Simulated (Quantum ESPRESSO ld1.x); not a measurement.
Q: These are the eigenvalues of the occupied orbitals of an atom or ion with whole-number occupations (eV). All-electron calculation, Dirac Kohn-Sham, PBE, spin-unpolarised, spherical densities, point nucleus. Program: ld1.x of Quantum ESPRESSO 7.5.

| orbital | eigenvalue |
|---|---|
| 1s1/2 | -40276.1 |
| 2s1/2 | -6479.49 |
| 2p1/2 | -6119.48 |
| 2p3/2 | -5672.86 |
| 3s1/2 | -1426.27 |
| 3p1/2 | -1273.90 |
| 3p3/2 | -1186.12 |
| 3d3/2 | -919.903 |
| 3d5/2 | -901.053 |
| 4s1/2 | -319.858 |
| 4p1/2 | -263.251 |
| 4p3/2 | -244.378 |
| 4d3/2 | -151.430 |
| 4d5/2 | -148.114 |
| 5s1/2 | -77.3674 |
| 5p1/2 | -61.1351 |
| 5p3/2 | -58.0143 |
| 4f5/2 | -43.7697 |

Which element is it, and in what charge state? The configuration may be excited. Open shells, if any, fill j = l - 1/2 first.

A: Z = 58, cerium, charge +4: Ce4+ in [Kr] 4d10 4f1 5s1 5p6. The list shows which subshells hold electrons but not how many an open one holds; the 1s level, -1480.1 hartree, gives Z - s = 54.4 by -(Z - s)^2/2, which with screening and relativity narrows Z to a few neighbours, and the depths of the outer levels then fix element, charge and occupations together.
